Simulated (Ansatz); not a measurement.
Reaction (substitution at a C–B bond): `CB(C)F` + `O[SiH2]CS` → `CO[SiH2]CS` + `CBF`

Program: Ansatz. Geometries: PBE0-D4/def2-TZVP. ΔE: electronic, gas phase. CBS: MP2 limit from def2 TZ/QZ plus the TZ coupled-cluster correction, frozen cores. This one scheme is used for every species. Functionals use def2-TZVPP. B3LYP here is the variant with VWN-RPA as its local correlation; programs differ in this. Each species was taken in one conformer, which may not be the lowest.

CCSD(T)/CBS gives +1.16 eV.

Another level gave +1.14 eV. Which?
A. revPBE/def2-TZVPP
B. HF/def2-TZVPP
C. B3LYP-D4/def2-TZVPP
D. r2SCAN-D4/def2-TZVPP

A. revPBE 1.14, r2SCAN-D4 1.19, B3LYP-D4 1.08, HF/def2-TZVPP 0.99 eV.

Largest T1 diagnostic among the species: 0.012.

In def2-TZVPP, CCSD(T) changes the Hartree–Fock value by +0.14 eV (the triples alone add +0.01 eV) and MP2 by +0.19 eV. Leaving LDA and LC-ωPBE aside and taking each functional with its dispersion term where it has one, the values, not all of them listed here, spread over 0.14 eV, from BLYP-D4 to B97M-V. LDA lies +0.06 eV from PBE without D4. At CCSD(T), def2-SVP lies −0.16 eV from the extrapolated value and def2-TZVPP −0.03 eV.
